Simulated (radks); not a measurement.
Numerical settings for the titanium ion Ti+, [Ar] 3d2 4s1. Method: non-relativistic Kohn-Sham, LDA (Slater exchange, Perdew-Wang correlation), spin-polarised, spherical densities, point nucleus; open shells are filled with parallel spins first; computed with a radial shooting solver on a logarithmic mesh with Libxc functionals. The defaults (mesh step 0.008 in ln r, mesh end at 40 bohr or more with all orbitals vanishing there, Anderson mixing 0.5 over 9 steps, residual threshold near 1e-9 with the energy settled to 1e-9 hartree or 1e-11 of itself, here a cap of 74 iterations) give E = -847.0424 hartree and 4s at -11.038 eV in 14 iterations. Run on one thread of a shared host, so times are rough (Arm Neoverse N1): 0.17 s of CPU time, 0.17 s wall, 14 iterations on 2546 mesh points. Changes against that run (0 stands for a change within the tolerance of the run):

setting,iterations,converged,E (mhartree),e(4s) (meV),CPU (s)
mesh step in ln r 0.08,5,no,diverged,-,0.02
mesh step in ln r 0.02,14,yes,0,0,0.08
mesh step in ln r 0.05,14,yes,+0.000954,0,0.04
mesh end (bohr) 2,13,level above zero,+6.65e+03,+1.16e+05,0.12
mesh end (bohr) 3,13,level above zero,+1e+03,+2.47e+04,0.12
residual threshold 1e-16,74,no,0,0,0.49
residual threshold 1e-05,10,yes,0,+0.0263,0.14
mixing 0.01,20,yes,0,0,0.23
"linear mixing, mixing 0.05",74,no,+0.0157,-85.2,0.67
"linear mixing, mixing 0.2",74,no,0,0,0.58
mixing history 3,16,yes,0,0,0.18
iteration cap 8,8,no,0,-0.713,0.1

Settled on a wrong energy, with an occupied level pushed above zero by the early mesh end: mesh end (bohr) 2 (+6.65 hartree); mesh end (bohr) 3 (+1 hartree). Apart from these: no run marked as converged misses the energy by more than 1 mhartree. A mesh that ends early acts as a hard wall.
